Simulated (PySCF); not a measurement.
Spectroscopy problems

Calculated, not measured (PySCF 2.14): NMR shieldings at PBE0/pcSseg-1/GIAO, GFN2-xTB structure. Rapidly exchanging positions averaged, non-relativistic, no solvent model, one conformer.

Referencing at the same level of theory: $^{1}$H (σref 31.72) and $^{13}$C (σref 186.93) against TMS. Splittings of carbon signals by F and P are missing where no couplings were computed. Where no couplings were computed, multiplicities follow the n + 1 count of equivalent neighbours, and m marks all less simple cases (inequivalent or close neighbours, rings, F or P nearby). Shifts are as computed. Against solution values, carbons near 30 ppm lie about +3 ppm off and those near 130 ppm about +5 ppm. Of 1309 compounds with measured shifts, 239 miss one by over three times the rms of a fit or turn the order of signals round; such compounds aren't used in these exercises.

(1) C6H11NO2Si. $^{1}$H NMR (400 MHz, computed): δ 6.02 (q, 1H), 5.10 (t, 2H), 3.51 (s, 3H), 3.49 (t, 2H), 1.94 (d, 3H). $^{13}$C{$^{1}$H} NMR (computed): δ 135.6, 131.2, 120.3, 65.6, 64.5, 14.5. What is it?

(2) C6H7FN2Si. $^{1}$H NMR (300 MHz, computed): δ 5.32 (s, 1H), 5.23 (m, 2H), 3.67 (s, 2H), 2.35 (m, 2H). $^{13}$C{$^{1}$H} NMR (computed): δ 166.0, 120.7, 120.7, 103.6, 29.9, 26.1. Identify the compound.

## Answers

(1) `C/C=C(/C#N)O[SiH2]COC`. Rings plus π bonds: 3 (no ring in the answer). 6 carbon signals for 6 carbons: no two carbons are equivalent. Carbon types of the structure: 2 × C, 1 × CH, 1 × CH2, 2 × CH3, leaving 2 H on heteroatoms. δC 131.2: alkene carbon bearing oxygen; an sp2 carbon of a C=C bond. δC 120.3: nitrile carbon; this is the usual window of a C≡N carbon, which has no attached hydrogen. δC 65.6: methyl carbon bonded to O; deshielded by the electronegative neighbour. δC 64.5: sp3 CH2 bonded to O and Si; the inductive effect lowers its shielding.

The shifts were computed for this structure.

(2) `InChI=1S/C6H7FN2Si/c7-10-5-6(1-3-8)2-4-9/h1H,2,5,10H2/b6-1+`. Rings plus π bonds: 5 (no ring in the answer). 6 carbon signals for 6 carbons: no two carbons are equivalent. Carbon types of the structure: 3 × C, 1 × CH, 2 × CH2, leaving 2 H on heteroatoms. δC 166.0: fully substituted alkene carbon. δC 120.7, 120.7: nitrile carbon; this is the usual window of a C≡N carbon, which has no attached hydrogen. δC 103.6: alkene CH; an sp2 carbon of a C=C bond. δC 26.1: allylic sp3 CH2; a saturated carbon with 2 carbon neighbours and no heteroatom attached.

This is the structure that produced the data.
